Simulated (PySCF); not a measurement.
## Löwdin shares of the frontier orbitals

Species: C₆H₁₁NSi₂.
Numbering: `[N:1]#[C:2][Si@H:3](/[CH:4]=[CH:5]\[SiH3:6])[CH:7]1[CH2:8][CH2:9]1` (hydrogens: H10 on Si3; H11 on C4; H12 on C5; H13, H14, H15 on Si6; H16 on C7; H17, H18 on C8; H19, H20 on C9)

Cartesian coordinates in Å at the PBE0-D3(BJ)/def2-SVP level; atoms count from 1:
```
atom  x, y, z in Å
N1    -0.6819   -1.7398   -3.7625
C2    -0.3569   -1.0978   -2.8528
Si3    0.1545   -0.0725   -1.3753
C4     0.9590   -1.2806   -0.1853
C5     1.7433   -0.9711    0.8645
Si6    2.2904    0.7411    1.4074
C7    -1.3831    0.6865   -0.6575
C8    -1.5408    0.8985    0.8300
C9    -2.3328   -0.1656    0.1525
H10    1.1064    0.9427   -1.9052
H11    0.7409   -2.3428   -0.3683
H12    2.1216   -1.8052    1.4750
H13    3.7808    0.8368    1.3655
H14    1.6952    1.7803    0.5159
H15    1.8425    0.9891    2.8122
H16   -1.8573    1.4419   -1.2944
H17   -2.0524    1.8083    1.1541
H18   -0.7298    0.5832    1.4942
H19   -2.0602   -1.2083    0.3440
H20   -3.4035   -0.0086   -0.0003
```

The calculation used TDDFT B3LYP/def2-SVPD, vertical, gas phase, core orbitals frozen in the response (PySCF).

Frontier orbitals with the atoms that hold most of them (Löwdin shares over 4%, at most four atoms; ? is withheld):

```csv
orbital,ε (eV),atoms
HOMO-3,-8.73,"C7 34%, C8 22%, C9 14%, N1 4%"
HOMO-2,-8.64,"C9 21%, C8 13%, C4 11%, C7 10%"
HOMO-1,-8.54,"C4 17%, C5 15%, Si3 11%, C7 10%"
HOMO,-8.12,?
LUMO,?,?
LUMO+1,-0.44,"N1 27%, C2 27%, Si3 19%, H10 5%"
LUMO+2,-0.15,"N1 26%, C2 25%, Si3 13%, Si6 6%"
```

Give the leading atoms of the LUMO.

C4 (bonded to C, Si and H) 30%; C5 (bonded to C, Si and H) 29%; Si3 (bonded to 3 C and H) 10%; Si6 (bonded to C and 3 H) 7%. By element: carbon 59% or more, silicon 17%.

Give the leading atoms of the HOMO.

C5 (bonded to C, Si and H) 27%; C4 (bonded to C, Si and H) 27%; C7 (bonded to 2 C, Si and H) 8%; Si3 (bonded to 3 C and H) 7%. By element: carbon 62% or more, silicon 7% or more.

What is the LUMO energy, and the HOMO–LUMO gap?

ε(LUMO) = -1.75 eV; the gap is 6.37 eV (0.2340 hartree).

How does S1 compare with the orbital gap of 6.37 eV?

S1 is at 5.60 eV (f = 0.0076), 0.77 eV below the gap, made of HOMO-1→LUMO (74%), HOMO-2→LUMO (18%). Its leading pair isn't HOMO and LUMO; the energies of that pair differ by 6.79 eV. Without the coupling terms of the response equations the lowest excitation would equal the gap.

One configuration dominates each of S1 and S6. Which, and how do the shares of the two leading atoms of either orbital change from the occupied to the empty one?

- S1 (5.60 eV, f 0.0076), HOMO-1→LUMO (74%): C4 17% → 30%, C5 15% → 29%
- S6 (6.80 eV, f 0.0017), HOMO→LUMO+1 (80%): C5 27% → at most 6%, C4 27% → at most 6%, N1 at most 8% → 27%, C2 at most 8% → 27%

One conformer stands for the species.
